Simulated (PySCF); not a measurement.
Species: MoO2Cl2 (singlet state).
Bonds: Mo1–O2, Mo1–O3, Mo1–Cl4, Mo1–Cl5.

Computed by this run: PySCF 2.14.0, PBE0-D3(BJ)/def2-SVP geometry optimisation, gas phase, def2 core potentials past Kr; density fitting, grid level 1; the optimiser is geomeTRIC in internal coordinates, started from a GFN2-xTB structure with every atom displaced at random (about 0.03 Å).

Step 0: E = -30975.0983 eV
```
atom  x, y, z in Å  |  force x, y, z in eV/Å
Mo1     0.1972   -0.0772    0.1073  -10.122   0.882  -0.046
O2      0.0152   -0.0280    1.7196    1.353  -0.024   4.374
O3      1.5747    0.0017   -0.5821   10.504   0.220  -3.046
Cl4    -0.8065    1.7418   -0.6286   -0.636   0.977  -0.414
Cl5    -0.9058   -1.7488   -0.6784   -1.099  -2.055  -0.868
```

Step 1: E = -30976.2650 eV
```
atom  x, y, z in Å  |  force x, y, z in eV/Å
Mo1     0.1244   -0.0498    0.0723    0.309   0.742   0.869
O2      0.0946   -0.0389    1.7577    0.468  -0.109  -1.155
O3      1.6854   -0.0200   -0.5227   -0.306  -0.172   0.656
Cl4    -0.8740    1.8104   -0.6613   -0.161   0.244  -0.095
Cl5    -0.9556   -1.8122   -0.7082   -0.311  -0.705  -0.276
```

**Question.** Estimate the geometry and energy of step 2. (The exact step hangs on the optimiser's Hessian estimate; all steps are aligned on step 1, rigid shifts and turns removed.)

**Answer.** E = -30976.3491 eV, largest force 0.402 eV/Å
```
atom  x, y, z in Å  |  force x, y, z in eV/Å
Mo1     0.0991   -0.0286    0.0582    0.388   0.102  -0.029
O2      0.1541   -0.0452    1.7166   -0.078  -0.018   0.050
O3      1.6819   -0.0387   -0.4529   -0.240  -0.033   0.039
Cl4    -0.8973    1.8552   -0.6689   -0.034   0.091  -0.011
Cl5    -0.9631   -1.8531   -0.7151   -0.036  -0.142  -0.048
```

The energy changes by -0.0841 eV. The first-order estimate −F·Δx gives -0.1702 eV and the mean of the old and new forces, exact on a quadratic surface, -0.0860 eV. The step makes an angle of 50° with the force vector and moves no atom by more than 0.073 Å.

What follows is the cost of the whole optimisation. On an Arm Neoverse V1 with one thread, shared host with 32 logical CPUs at a one-minute load of 14, this took 56 s of wall time and 0.37 GiB of memory at its peak.
